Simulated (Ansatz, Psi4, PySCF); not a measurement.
C₃H₇O (SMILES [CH2]OCC), doublet, at a GFN2-xTB geometry. Base run: REVPBE/6-31G** in PySCF.

Geometry (Å):
```xyz
11

O      0.1443    -0.7187     0.0670
C     -0.0074     0.6657    -0.1511
C      1.4136    -1.2007    -0.0077
C     -1.4673     1.0348     0.0575
H      0.6353     1.2250     0.5455
H      0.3079     0.9151    -1.1755
H      2.2430    -0.5241     0.1033
H      1.4977    -2.2316     0.2720
H     -2.0924     0.4767    -0.6341
H     -1.7714     0.7910     1.0719
H     -1.6085     2.0985    -0.1117
```
Charge 0, spin multiplicity 2.
Orbitals are unrestricted.
All else is at PySCF's defaults.

The same geometry, method and basis name were run in Ansatz (an electronic-structure program) and Psi4 and PySCF, at each program's defaults and at the settings that a row names. The base is PySCF at its defaults. Differences at the defaults can come from grids, fitting, cores and function types together.

| code and settings | ΔE vs base (µEh) | basis functions | E (Eh) | SCF cycles | dipole (D) |
|---|---|---|---|---|---|
| PySCF, defaults (exact integrals, its default grid, spherical functions) | 0.0 | 91 | -193.62008 | 11 | 1.23 |
| Psi4, defaults (density fitting with its default set, its default grid, Cartesian functions) | -2754 | 95 | -193.62283 | 10 | 1.23 |
| Ansatz, defaults (factorised integrals, its default grid, Cartesian functions) | -2652 | 95 | -193.62273 | - | - |
| PySCF, density fitting with def2-universal-jkfit | -104 | 91 | -193.62018 | 11 | 1.23 |
| PySCF, fine grid | -1.7 | 91 | -193.62008 | 11 | 1.23 |
| Psi4, exact integrals, spherical functions, fine grid | -1.4 | 91 | -193.62008 | 13 | 1.23 |
| Ansatz, high accuracy, Cartesian functions as the basis file defines them | -2651 | 95 | -193.62273 | - | - |

Open shells are given as the SCF converged; they aren't shown to be the lowest states, and a large step between rows can be another state.
